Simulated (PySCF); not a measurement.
Bromine: a sound run and one with changed settings

Sound run: Br [Ar] 3d10 4s2 4p5, Br⁺ [Ar] 3d10 4s2 4p4. Computed with PySCF 2.14 in cc-pVDZ-PP with ECP10MDF, with a scalar-relativistic core potential. In the sound run the correlated levels freeze 3s2 3p6 3d10 outside the core potential. The sound run starts from symmetry-adapted Hartree-Fock orbitals and uses a fine grid where one is needed.

Changed run: a valence shell is frozen. This setting is unsound on purpose.

| species | method | sound run (hartree) | changed run (hartree) | converged |
| --- | --- | --- | --- | --- |
| Br | MP2 | -415.56635 | -415.53451 | yes |
| Br | CCSD(T) | -415.58118 | -415.54406 | yes |
| Br⁺ | MP2 | -415.15109 | -415.11367 | yes |
| Br⁺ | CCSD(T) | -415.16727 | -415.12171 | yes |

Ionisation energy of Br:

```json
{"method": "UHF", "sound run (eV)": "10.750", "changed run (eV)": "10.750"}
{"method": "MP2", "sound run (eV)": "11.300", "changed run (eV)": "11.452"}
{"method": "SCS-MP2", "sound run (eV)": "11.275", "changed run (eV)": "11.493"}
{"method": "CCSD", "sound run (eV)": "11.261", "changed run (eV)": "11.489"}
{"method": "CCSD(T)", "sound run (eV)": "11.263", "changed run (eV)": "11.493"}
```

Freezing a valence shell removes pair correlation that changes on ionisation.

For comparison, NIST gives 11.814 eV between the lowest levels.
